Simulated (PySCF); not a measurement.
# Correlation energy of V⁺ (vanadium, charge +1)

[Ar] 3d4, high-spin 5D determinant. Computed with PySCF 2.14 in x2c-TZVPPall (6s5p4d2f1g, 64 functions), with the spin-free X2C one-electron Hamiltonian (Gaussian nucleus). Frozen: [Ne]; 12 electrons correlated.

```tsv
level	correlation energy (mhartree)
CCSD	-346.42
(T)	-7.75
CCSD(T)	-354.17
```

Diagnostics: T1 = 0.0092, D1 = 0.0239, largest double amplitude 0.025.

Question: Is a single reference adequate?

Answer: Yes: T1 lies below 0.03 and no double amplitude reaches 0.07.

This basis was not built for core-valence correlation, so the inner-shell part is incomplete.
